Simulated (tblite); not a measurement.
Species: C6H12B2F2.
Atom-mapped SMILES: `[BH2:1]/[C:2](=[CH:3]\[CH3:4])[CH2:5][CH2:6][CH2:7][B:8]([F:9])[F:10]` (hydrogens: H11, H12 on B1; H13 on C3; H14, H15, H16 on C4; H17, H18 on C5; H19, H20 on C6; H21, H22 on C7)

Computed with GFN2-xTB (tblite), gas phase: L-BFGS steps from a force-field or distance-geometry start until the largest atomic force falls under 0.01 eV/Å.

Step 72: E = -842.5130 eV
```
atom  x, y, z in Å  |  force x, y, z in eV/Å
B1      1.6347   -0.6383    1.6143   -0.013   0.035  -0.021
C2      1.1097    0.1728    0.4095   -0.052   0.006  -0.032
C3      1.8333    0.4775   -0.6822    0.012   0.024   0.006
C4      3.2761    0.1766   -0.9070    0.017  -0.013  -0.001
C5     -0.3526    0.5707    0.4040   -0.028   0.003  -0.015
C6     -1.2147   -0.6597    0.1115    0.019  -0.008   0.009
C7     -2.7282   -0.3668    0.2183    0.028  -0.023   0.021
B8     -3.2532    0.5086   -0.9853    0.012   0.011  -0.014
F9     -3.7339   -0.0283   -2.0908    0.006   0.023  -0.006
F10    -3.2310    1.8269   -1.0134   -0.003  -0.019   0.017
H11     2.7126   -1.0859    1.6285    0.038   0.015   0.010
H12     0.9332   -0.8362    2.5293   -0.015   0.003   0.017
H13     1.3449    0.9948   -1.5041    0.026  -0.001   0.007
H14     3.3864   -0.8419   -1.2813    0.004   0.002  -0.022
H15     3.8451    0.2559    0.0143    0.005  -0.021  -0.006
H16     3.6998    0.8517   -1.6467   -0.006   0.012   0.003
H17    -0.6264    0.9742    1.3819    0.013  -0.031  -0.024
H18    -0.5527    1.3408   -0.3456    0.023  -0.012   0.013
H19    -0.9459   -1.4413    0.8254   -0.057  -0.009  -0.003
H20    -0.9883   -1.0326   -0.8907    0.022  -0.005   0.034
H21    -3.2508   -1.3240    0.2323   -0.032  -0.003  -0.010
H22    -2.9084    0.1237    1.1750   -0.019   0.012   0.017
```

Step 73: E = -842.5136 eV
```
atom  x, y, z in Å  |  force x, y, z in eV/Å
B1      1.6345   -0.6345    1.6187   -0.009   0.025  -0.027
C2      1.1094    0.1735    0.4116   -0.046   0.023  -0.008
C3      1.8312    0.4753   -0.6822    0.008   0.009   0.010
C4      3.2733    0.1734   -0.9102    0.010  -0.011  -0.002
C5     -0.3526    0.5731    0.4078   -0.026   0.006  -0.023
C6     -1.2124   -0.6581    0.1125    0.021  -0.010   0.014
C7     -2.7263   -0.3686    0.2159    0.022  -0.015   0.011
B8     -3.2512    0.5083   -0.9859    0.015   0.045  -0.015
F9     -3.7247   -0.0244   -2.0958   -0.002   0.007  -0.024
F10    -3.2369    1.8272   -1.0071   -0.002  -0.023   0.020
H11     2.7143   -1.0776    1.6361    0.040   0.018   0.010
H12     0.9315   -0.8390    2.5315   -0.014   0.011   0.009
H13     1.3404    0.9888   -1.5055    0.030   0.000   0.013
H14     3.3826   -0.8430   -1.2913    0.000   0.008  -0.019
H15     3.8441    0.2468    0.0106    0.001  -0.021  -0.013
H16     3.6947    0.8527   -1.6475    0.003   0.010   0.007
H17    -0.6277    0.9776    1.3855    0.023  -0.045  -0.043
H18    -0.5511    1.3424   -0.3431    0.017  -0.007   0.018
H19    -0.9452   -1.4392    0.8272   -0.050  -0.014  -0.003
H20    -0.9804   -1.0296   -0.8892    0.009  -0.006   0.042
H21    -3.2470   -1.3264    0.2254   -0.036  -0.015  -0.002
H22    -2.9111    0.1206    1.1722   -0.015   0.006   0.026
```

Step 74: E = -842.5145 eV
```
atom  x, y, z in Å  |  force x, y, z in eV/Å
B1      1.6345   -0.6275    1.6251    0.007   0.004  -0.017
C2      1.1079    0.1754    0.4148   -0.008   0.039   0.017
C3      1.8271    0.4712   -0.6829   -0.005  -0.011   0.024
C4      3.2681    0.1670   -0.9160   -0.002  -0.006  -0.003
C5     -0.3531    0.5775    0.4143   -0.010   0.001  -0.032
C6     -1.2083   -0.6548    0.1144    0.006  -0.014   0.018
C7     -2.7235   -0.3727    0.2114   -0.003  -0.004  -0.002
B8     -3.2479    0.5078   -0.9874    0.008   0.029  -0.045
F9     -3.7084   -0.0167   -2.1074    0.008   0.008   0.000
F10    -3.2460    1.8263   -0.9944   -0.003   0.006   0.016
H11     2.7189   -1.0617    1.6496    0.023   0.031   0.004
H12     0.9293   -0.8425    2.5350   -0.007   0.025  -0.013
H13     1.3333    0.9786   -1.5082    0.032   0.003   0.017
H14     3.3752   -0.8454   -1.3084   -0.006   0.013  -0.017
H15     3.8406    0.2301    0.0045   -0.001  -0.020  -0.018
H16     3.6874    0.8537   -1.6479    0.013   0.005   0.013
H17    -0.6285    0.9821    1.3921    0.026  -0.056  -0.051
H18    -0.5491    1.3466   -0.3368    0.001   0.009   0.011
H19    -0.9440   -1.4357    0.8293   -0.032  -0.027   0.006
H20    -0.9671   -1.0233   -0.8865   -0.010  -0.013   0.041
H21    -3.2407   -1.3325    0.2156   -0.030  -0.012   0.003
H22    -2.9161    0.1157    1.1670   -0.006  -0.011   0.028
```

Step 75: E = -842.5151 eV
```
atom  x, y, z in Å  |  force x, y, z in eV/Å
B1      1.6339   -0.6250    1.6265    0.014  -0.012  -0.007
C2      1.1066    0.1749    0.4143    0.017   0.032   0.053
C3      1.8260    0.4705   -0.6829    0.006  -0.018   0.011
C4      3.2665    0.1655   -0.9180   -0.009   0.003  -0.004
C5     -0.3536    0.5770    0.4148    0.005  -0.002  -0.027
C6     -1.2067   -0.6563    0.1167   -0.007  -0.020   0.015
C7     -2.7215   -0.3748    0.2085   -0.024   0.020  -0.011
B8     -3.2453    0.5076   -0.9897    0.013   0.056   0.008
F9     -3.7060   -0.0099   -2.1111   -0.003  -0.016  -0.042
F10    -3.2487    1.8266   -0.9863    0.000   0.002   0.007
H11     2.7204   -1.0549    1.6554    0.014   0.038  -0.001
H12     0.9275   -0.8441    2.5350   -0.004   0.031  -0.023
H13     1.3322    0.9778   -1.5080    0.027   0.007   0.009
H14     3.3734   -0.8448   -1.3157   -0.010   0.012  -0.016
H15     3.8397    0.2244    0.0021    0.002  -0.021  -0.010
H16     3.6847    0.8561   -1.6467    0.020   0.005   0.009
H17    -0.6285    0.9832    1.3914    0.021  -0.050  -0.036
H18    -0.5481    1.3443   -0.3374   -0.016   0.026  -0.005
H19    -0.9465   -1.4356    0.8343   -0.015  -0.032   0.017
H20    -0.9598   -1.0265   -0.8814   -0.020  -0.024   0.021
H21    -3.2400   -1.3339    0.2136   -0.027  -0.013   0.002
H22    -2.9164    0.1172    1.1619   -0.005  -0.023   0.031
```

Task: Estimate the geometry and energy of step 76. (The exact step hangs on the optimiser's Hessian estimate; all steps are aligned on step 75, rigid shifts and turns removed.)

Result: E = -842.5158 eV, largest force 0.068 eV/Å
```
atom  x, y, z in Å  |  force x, y, z in eV/Å
B1      1.6344   -0.6195    1.6298    0.024  -0.019   0.014
C2      1.1055    0.1778    0.4171    0.052   0.026   0.035
C3      1.8230    0.4680   -0.6832   -0.001  -0.019   0.018
C4      3.2622    0.1606   -0.9219   -0.006   0.006  -0.001
C5     -0.3543    0.5793    0.4186    0.017  -0.015  -0.022
C6     -1.2039   -0.6552    0.1178   -0.026  -0.020   0.008
C7     -2.7197   -0.3776    0.2048   -0.039   0.020  -0.007
B8     -3.2425    0.5080   -0.9921   -0.003   0.011  -0.012
F9     -3.6951   -0.0044   -2.1207    0.019   0.008   0.003
F10    -3.2553    1.8263   -0.9763   -0.003   0.018  -0.007
H11     2.7243   -1.0418    1.6645    0.001   0.044  -0.007
H12     0.9265   -0.8439    2.5367    0.001   0.034  -0.034
H13     1.3287    0.9726   -1.5097    0.019   0.007   0.012
H14     3.3668   -0.8469   -1.3273   -0.013   0.012  -0.017
H15     3.8364    0.2115   -0.0022    0.006  -0.022  -0.005
H16     3.6811    0.8559   -1.6458    0.020   0.003   0.008
H17    -0.6286    0.9821    1.3956    0.008  -0.036  -0.009
H18    -0.5480    1.3483   -0.3312   -0.028   0.032  -0.020
H19    -0.9465   -1.4355    0.8347    0.000  -0.031   0.028
H20    -0.9504   -1.0230   -0.8790   -0.032  -0.035   0.003
H21    -3.2370   -1.3383    0.2095   -0.012   0.012  -0.005
H22    -2.9180    0.1149    1.1580   -0.002  -0.036   0.017
```

The energy changes by -0.0006 eV. The first-order estimate −F·Δx gives -0.0009 eV and the mean of the old and new forces, exact on a quadratic surface, -0.0006 eV. The step makes an angle of 82° with the force vector and moves no atom by more than 0.016 Å.

The cost below is that of the whole relaxation. On one thread, Arm Neoverse V2 (aarch64) (shared host), this took 1.3 s.
